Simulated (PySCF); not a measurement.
Electronic absorption of C6H9Cl

C6H9Cl.
SMILES: `ClCC[C@@H]1[C@H]2C[C@@H]12`

The calculation used TDDFT B3LYP/def2-SVPD, vertical, gas phase, core orbitals frozen in the response in PySCF. Geometry: GFN2-xTB, one conformer, isolated molecule. Torsions of this conformer, `[Cl:1][CH2:2][CH2:3][C@@H:4]1[C@H:5]2[CH2:6][C@@H:7]12`: Cl1–C2–C3–C4 180°, C2–C3–C4–C5 -84°.

Predict the UV-vis stick spectrum at this level.

```json
{"state": "S1", "E (eV)": "6.69", "E (kJ/mol)": "646", "λ (nm)": "185.2", "f": "0.0022", "main configurations (H = HOMO, L = LUMO)": "H→L (96%)"}
{"state": "S2", "E (eV)": "7.01", "E (kJ/mol)": "677", "λ (nm)": "176.8", "f": "0.018", "main configurations (H = HOMO, L = LUMO)": "H→L+1 (83%)"}
{"state": "S3", "E (eV)": "7.16", "E (kJ/mol)": "691", "λ (nm)": "173.1", "f": "0.032", "main configurations (H = HOMO, L = LUMO)": "H→L+3 (72%), H→L+4 (10%), H→L+2 (9%)"}
{"state": "S4", "E (eV)": "7.19", "E (kJ/mol)": "694", "λ (nm)": "172.4", "f": "0.026", "main configurations (H = HOMO, L = LUMO)": "H-1→L (47%), H→L+4 (43%)"}
{"state": "S5", "E (eV)": "7.21", "E (kJ/mol)": "696", "λ (nm)": "171.9", "f": "0.023", "main configurations (H = HOMO, L = LUMO)": "H→L+4 (38%), H-1→L (35%), H→L+3 (17%)"}
{"state": "S6", "E (eV)": "7.25", "E (kJ/mol)": "699", "λ (nm)": "171.1", "f": "0.0031", "main configurations (H = HOMO, L = LUMO)": "H-2→L (82%)"}
{"state": "S7", "E (eV)": "7.37", "E (kJ/mol)": "711", "λ (nm)": "168.2", "f": "0.0079", "main configurations (H = HOMO, L = LUMO)": "H→L+2 (73%), H→L+1 (11%)"}
{"state": "S8", "E (eV)": "7.84", "E (kJ/mol)": "756", "λ (nm)": "158.2", "f": "0.023", "main configurations (H = HOMO, L = LUMO)": "H-1→L+2 (56%), H-1→L+1 (26%)"}
```

Triplets (Tamm–Dancoff): T1 6.53 eV, H→L (55%), H-2→L (22%); T2 6.62 eV, H-1→L (59%), H-2→L (16%); T3 6.67 eV, H-2→L (39%), H→L (24%).

The lowest singlet lies at 6.69 eV (185 nm, vacuum ultraviolet) and is very weak; its leading configuration is HOMO→LUMO (96%). The strongest level in the table is S3 at 7.16 eV (173 nm, f = 0.032). Löwdin shares by element: HOMO carbon 81% or more (atoms not listed hold the other 19%); LUMO chlorine 40%, carbon 18% or more, hydrogen 13% or more (atoms not listed hold the other 29%). The listed states span 1.14 eV, and the widest gap between neighbours is 0.47 eV (S7 to S8). Weighted by f, the mean energy of these states is 7.28 eV. Orbital energies (eV): HOMO-3 -8.60, HOMO-2 -8.15, HOMO-1 -8.06, HOMO -7.20, LUMO 0.27, LUMO+1 0.75, LUMO+2 0.83. The window holds the lowest 8 singlets.
